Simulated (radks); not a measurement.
Results of a calculation; reference values are marked as such.
Problem. Radial electron density D(r) = 4 pi r^2 rho(r) of an atom or ion with 49 electrons. Level of theory: Dirac Kohn-Sham, PBEsol, spin-unpolarised, spherical densities, finite nucleus; Fermi nuclear charge, rms radius of each element as measured or else 0.836 A^(1/3) + 0.57 fm (a radial shooting solver on a logarithmic mesh with Libxc functionals).

| r (bohr) | D(r) (e/bohr) |
|---|---|
| 0.001376 | 2.558 |
| 0.001865 | 4.302 |
| 0.002508 | 7.022 |
| 0.003399 | 11.35 |
| 0.004569 | 17.59 |
| 0.006193 | 26.49 |
| 0.008326 | 37.39 |
| 0.01128 | 49.54 |
| 0.01517 | 59.42 |
| 0.02056 | 63.77 |
| 0.02764 | 60.88 |
| 0.03746 | 55.45 |
| 0.05037 | 57.68 |
| 0.06826 | 71.04 |
| 0.09178 | 80.22 |
| 0.1244 | 69.58 |
| 0.1672 | 55.40 |
| 0.2266 | 61.21 |
| 0.3047 | 63.05 |
| 0.413 | 37.64 |
| 0.5552 | 19.66 |
| 0.7525 | 21.62 |
| 1.012 | 18.52 |
| 1.371 | 9.199 |
| 1.843 | 3.799 |
| 2.498 | 1.747 |
| 3.359 | 0.8176 |
| 4.552 | 0.2864 |
| 6.12 | 0.07335 |
| 8.295 | 0.01215 |
| 11.15 | 0.001139 |

What is the nuclear charge?

Solution. Z = 49. The innermost maximum, from 1s, lies near gamma/Z bohr with gamma = sqrt(1 - (Z/c)^2) = 0.934, here 0.0191 bohr (found: 0.0209), and its height grows with Z. The density is that of neutral indium in [Kr] 4d10 5s2 5p1; the configuration itself is not fixed sharply by these data, and Z only to a few units. D(r) has 4 maxima, at r = 0.0209, 0.0918, 0.272, 0.809 bohr, and minima at 0.0412, 0.178, 0.592 bohr, inside which lie 2.04, 11.22, 28.96 electrons.
